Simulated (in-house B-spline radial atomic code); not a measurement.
**Ionising Pd VI (Pd5+) with different functionals**

Computed with a B-spline radial code for spherical atoms: four-component Dirac-Coulomb Hamiltonian, Fermi nucleus of rms radius 4.5318 fm, spin-restricted, spherical fractional occupations for the functionals. The ionisation energy is the difference of two self-consistent energies, [Kr] 4d5 → [Kr] 4d4, without Breit or QED terms; ε is the level of the shell that loses the electron (mean over j). The electron is taken from both j subshells in proportion to 2j + 1, so the result is a j average, not the step between ground levels.

Hybrids are left out here: with spherical fractional occupations of an open shell their exact exchange keeps a self-interaction that integer-occupation calculations don't have.

```csv
method,rung,ΔSCF (eV),-ε(4d) (eV)
LDA VWN5,LDA,82.99,74.20
relativistic LDA,LDA,83.01,74.21
LDA PW92,LDA,82.98,74.19
LDA exchange-only,LDA,81.18,72.41
PBE,GGA,82.80,74.00
PBEsol,GGA,82.77,73.97
BLYP,GGA,82.63,73.83
RPBE,GGA,82.76,73.96
PW91,GGA,82.89,74.09
BP86,GGA,82.86,74.06
AM05,GGA,82.78,73.98
OLYP,GGA,83.12,74.28
```

Problem. How do they compare with the NIST value?

Solution. NIST lists 84 eV ± 2 (tabulated theory, ground level to ground level). Errors run from -2.92 to -0.98 eV; all lie within about twice that uncertainty, so the table can't rank the methods.
